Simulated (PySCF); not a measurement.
**Spin-rotation constants: `C1(OCCC)CC1`, C$_{6}$H$_{12}$O**

Cartesian coordinates in Å; atom numbers follow the order of the lines, from 1:
```xyz
19

C    -3.1362    0.1490   -0.1454
C    -1.7971   -0.2373   -0.7585
C    -0.6589   -0.1116    0.2469
O     0.5282   -0.5926   -0.3537
C     1.6507   -0.4422    0.4531
C     2.9786   -0.3573   -0.2238
C     2.4032    0.8598    0.4419
H    -3.3801   -0.5095    0.6853
H    -3.1074    1.1711    0.2256
H    -3.9270    0.0754   -0.8876
H    -1.5769    0.4013   -1.6152
H    -1.8282   -1.2685   -1.1123
H    -0.8822   -0.7006    1.1516
H    -0.5315    0.9384    0.5515
H     1.5830   -0.9788    1.4002
H     2.9797   -0.3859   -1.3014
H     3.8178   -0.8552    0.2359
H     2.0282    1.6434   -0.1981
H     2.8464    1.2102    1.3612
```

Theory: GIAO B3LYP/pcSseg-1 magnetisability, rotational g tensor and spin-rotation constants, non-relativistic, gas phase (PySCF 2.14.0). Geometry: GFN2-xTB.

Give the nuclear spin-rotation constants along the inertial axes (H = +C I·J) beside the isotropic shieldings.

Rotational constants 9.4761, 1.0678, 1.0315 GHz. A star marks the isotopologue with that one atom substituted, in its own axes.
| atom | isotope | Caa (kHz) | Cbb (kHz) | Ccc (kHz) | mean (kHz) | σ (ppm) |
| --- | --- | --- | --- | --- | --- | --- |
| H8 | 1H | -0.999 | -0.125 | 0.019 | -0.368 | 31.0 |
| H9 | 1H | -1.043 | 0.012 | -0.110 | -0.380 | 31.0 |
| H10 | 1H | -0.249 | -0.095 | -0.086 | -0.143 | 30.6 |
| H11 | 1H | -1.026 | -0.122 | 0.036 | -0.371 | 30.2 |
| H12 | 1H | -1.036 | 0.025 | -0.104 | -0.372 | 30.2 |
| H13 | 1H | -0.908 | -0.124 | 0.058 | -0.325 | 28.4 |
| H14 | 1H | -0.912 | 0.038 | -0.098 | -0.324 | 28.3 |
| H15 | 1H | -0.949 | -0.116 | 0.045 | -0.340 | 28.7 |
| H16 | 1H | -1.039 | -0.069 | -0.036 | -0.381 | 31.1 |
| H17 | 1H | -0.265 | -0.113 | -0.082 | -0.153 | 31.3 |
| H18 | 1H | -0.913 | -0.110 | -0.016 | -0.346 | 31.4 |
| H19 | 1H | -0.841 | -0.039 | -0.095 | -0.325 | 31.6 |
| C1 | 13C* | 1.299 | 0.150 | 0.145 | 0.531 | 169.6 |
| C2 | 13C* | 1.538 | 0.176 | 0.178 | 0.631 | 152.4 |
| C3 | 13C* | 1.894 | 0.270 | 0.286 | 0.817 | 101.9 |
| O4 | 17O* | -1.084 | -0.125 | -0.100 | -0.436 | 263.8 |
| C5 | 13C* | 1.672 | 0.237 | 0.233 | 0.714 | 124.6 |
| C6 | 13C* | 1.230 | 0.174 | 0.109 | 0.504 | 174.4 |

For the geometry as given, no vibrational averaging.

How do the rotational constants and the g tensor change when H8, H9, H10, H11, H12, H13, H14, H15, H16, H17, H18, H19 are replaced by deuterium?

Constants 6.6120, 0.8893, 0.8623 GHz; g 0.0064, 0.0001, -0.0003, against 0.0093, 0.0000, -0.0003 before.
